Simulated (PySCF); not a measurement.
A PySCF script (with the pyscf-properties extension) for the NMR shieldings of `InChI=1S/CH5AsGeO2/c2-3-1(4)5/h2-3H2,(H,4,5)/p-1`, on a PBE0-D3(BJ)/def2-SVP geometry:

```python
import basis_set_exchange as bse
import numpy as np
from pyscf import gto, dft
from pyscf.prop import nmr

atoms = """
O    -2.478068    0.892119    0.206439
C    -1.513381    0.399719    0.773957
O    -1.072536    0.379600    1.916943
Ge   -0.228937   -0.717171   -0.492986
As    2.094672    0.112531   -0.462301
H     0.024093   -2.202482   -0.047913
H    -0.491476   -0.870177   -2.036907
H     1.975128    0.484653    1.013978
H     1.703567    1.526239   -0.895671
"""
names = dict.fromkeys(["O", "C", "Ge", "As", "H"], "pcSseg-1")
basis = {el: gto.basis.parse(bse.get_basis(n, elements=[el], fmt="nwchem")) for el, n in names.items()}
mol = gto.M(atom=atoms, basis=basis, charge=-1, verbose=0)
mf = dft.RKS(mol, xc="PBE0")
mf.grids.level = 2
mf.grids.alignment = dft.numint.BLKSIZE   # the property module wants whole blocks of grid points
mf.conv_tol = 1e-9
mf.kernel()

calc = nmr.RKS(mf)   # GIAO
C = mf.mo_coeff
Co = C[:, mf.mo_occ > 0]
resp = mf.gen_response(singlet=True, hermi=2)
def vind(x):   # induced exchange potential for any number of trial vectors
    d = np.einsum("pi,xij,qj->xpq", C, 2 * x.reshape(-1, C.shape[1], Co.shape[1]), Co, optimize=True)
    return np.einsum("xpq,pi,qj->xij", resp(d - d.transpose(0, 2, 1)), C, Co, optimize=True).ravel()
mo1, _ = nmr.rhf.solve_mo1(calc, with_cphf=vind)
sigma = calc.kernel(mo1)
for i, s in enumerate(sigma):   # ppm
    w = np.linalg.eigvalsh((s + s.T) / 2)
    print("%2d %-2s iso %8.1f  s11 %8.1f  s22 %8.1f  s33 %8.1f" % (i, mol.atom_pure_symbol(i), w.mean(), *w))
```

Question: What does it print?

Answer: 
```
 0 O  iso    -65.2  s11   -242.4  s22     -8.8  s33     55.6
 1 C  iso     24.1  s11    -68.2  s22     10.5  s33    130.0
 2 O  iso    -41.9  s11   -214.8  s22     10.8  s33     78.3
 3 Ge iso   1662.7  s11   1616.1  s22   1683.3  s33   1688.8
 4 As iso   1897.6  s11   1745.0  s22   1917.8  s33   2030.0
 5 H  iso     27.8  s11     22.0  s22     23.6  s33     37.7
 6 H  iso     27.6  s11     21.1  s22     23.3  s33     38.3
 7 H  iso     29.3  s11     22.3  s22     24.8  s33     40.8
 8 H  iso     29.9  s11     23.4  s22     24.8  s33     41.4
```

These numbers come from an equivalent density-fitted implementation of the same equations, which agrees with the script to about 0.01 ppm for H and up to a few tenths of a ppm for heavy atoms, so last digits may differ.

Question: Turn these shieldings into chemical shifts. Shifts are taken against calculated references (same method and geometry level): $^{17}$O (σref 334.56) vs H2O; $^{13}$C (σref 184.41) and $^{1}$H (σref 31.27) against TMS; $^{73}$Ge (σref 1330.28) against GeMe4; $^{75}$As (σref 1910.42) against AsH3.

Answer: Averaging equivalent atoms: O 0/2: 388.1; C 1: 160.3; Ge 3: -332; As 4: 13; H 5/6: 3.60; H 7/8: 1.68 ppm. Unscaled 17O shifts of doubly bonded oxygen tend to come out too high, by tens of ppm or more. Experimental scales use liquid or dissolved standards, which lie at an offset from isolated H2O (liquid H2O: subtract about 36 ppm).

Relativistic effects, spin–orbit coupling among them, are left out; they matter for As, Ge and for the light atoms bonded to it.

Size and cost of the density-fitted run: 153 basis functions, 16 s wall time on 1 thread of an Arm Neoverse V1, shared host.
